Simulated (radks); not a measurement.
Results of a calculation; reference values are marked as such.
Q: Radial electron density D(r) = 4 pi r^2 rho(r) of an atom or ion with 57 electrons. Level of theory: scalar-relativistic Kohn-Sham, LDA (Slater exchange, Perdew-Wang correlation), spin-polarised, spherical densities, point nucleus (a radial shooting solver on a logarithmic mesh with Libxc functionals).

```
   r/bohr * D(r) (the largest magnitude, 102, reaches the edge; | marks zero)
0.0008536 |*
0.0009937 | *
 0.001148 | *
 0.001336 |  *
 0.001555 |  *
 0.001811 |   *
 0.002091 |    *
 0.002434 |      *
 0.002834 |       *
 0.003273 |         *
  0.00381 |            *
 0.004436 |               *
 0.005164 |                  *
 0.005964 |                     *
 0.006943 |                         *
 0.008082 |                             *
 0.009334 |                                 *
  0.01087 |                                    *
  0.01265 |                                       *
  0.01473 |                                        *
  0.01701 |                                         *
   0.0198 |                                        *
  0.02305 |                                       *
  0.02662 |                                     *
  0.03099 |                                    *
  0.03608 |                                    *
    0.042 |                                       *
  0.04851 |                                           *
  0.05647 |                                                 *
  0.06574 |                                                     *
  0.07592 |                                                      *
  0.08838 |                                                    *
   0.1029 |                                              *
   0.1198 |                                         *
   0.1383 |                                       *
    0.161 |                                         *
   0.1875 |                                             *
   0.2165 |                                              *
   0.2521 |                                          *
   0.2934 |                                *
   0.3416 |                      *
   0.3945 |                 *
   0.4593 |                 *
   0.5347 |                   *
   0.6175 |                    *
   0.7189 |                 *
   0.8369 |            *
   0.9743 |        *
    1.125 |     *
     1.31 |    *
    1.525 |   *
    1.761 |  *
     2.05 | *
    2.387 |*
    2.779 |*
    3.209 |*
    3.736 *
    4.349 *
    5.022 *
    5.847 *
    6.807 *
    7.924 *
    9.152 *
```

What is the nuclear charge?

A: Z = 59. The innermost maximum, from 1s, lies near gamma/Z bohr with gamma = sqrt(1 - (Z/c)^2) = 0.903, here 0.0153 bohr (found: 0.0167), and its height grows with Z. The density is that of the praseodymium ion Pr2+ in [Kr] 4d10 4f(up 1.5, down 1.5) 5s2 6s2 5p(up 2, down 2); the configuration itself is not fixed sharply by these data, and Z only to a few units. D(r) has 4 maxima, at r = 0.0167, 0.0747, 0.210, 0.584 bohr, and minima at 0.0323, 0.138, 0.424 bohr, inside which lie 1.95, 11.20, 29.10 electrons.
